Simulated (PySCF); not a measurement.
## Sm2OCl2 at several levels of theory

Computed with PySCF 2.14.0 (density fitting, no spin-orbit coupling) at the geometry relaxed with PBE0:

```xyz
5
Sm2OCl2 (singlet in the valence; each metal's 4f electrons, 6 of them, lie in its core potential, out of spins and levels)
Sm   -0.9492   -0.1195    1.9223
Sm    0.9492    0.1195   -1.9223
O     0.0000    0.0000    0.0000
Cl    0.5835    0.0735    4.1071
Cl   -0.5835   -0.0735   -4.1071
```

```csv
level,basis,state,HOMO (eV),gap (eV),charge on Sm1 (e),population of f-type functions on Sm1 (polarisation alone where 4f lies in the core),dipole about the centre of mass (D),largest force component (eV/Å)
PBE0,"Sm lcecp-0-SVP with ECP52, O def2-SVP, Cl def2-SVP",singlet,–,–,0.81,0.03,0.00,0.01
HF,the same,singlet,–,–,1.06,0.03,0.00,0.48
BLYP,the same,singlet,–,–,0.66,0.03,0.00,0.40
BP86,the same,singlet,–,–,0.70,0.03,0.00,0.20
```

In the lcecp rows the 4f levels are missing from HOMO and gap, and the state counts the valence alone.

Charges are Mulliken's, which hang on the basis. The relaxation used the grid (50, 194), these runs (75, 302) or, all-electron (x2c bases, spin-free X2C Hamiltonian), (99, 590).

Task: What does B3LYP with Sm lcecp-0-SVP with ECP52, O def2-SVP, Cl def2-SVP give here?

Result: state singlet, charge on Sm1 (e) 0.76, population of f-type functions on Sm1 (polarisation alone where 4f lies in the core) 0.03, dipole about the centre of mass (D) 0.00, largest force component (eV/Å) 0.21. Time: 22 s on 2 threads of Intel(R) Xeon(R) Processor @ 2.50GHz (Skylake/Cascade Lake), on a shared host, from an already converged density.

A frequency check found unstable modes (1, the lowest at -3 cm⁻¹), so the relaxed geometry is a saddle point, or these are noise. An lcecp potential fixes the number of 4f electrons, so in runs with it no electron can move into or out of that shell.
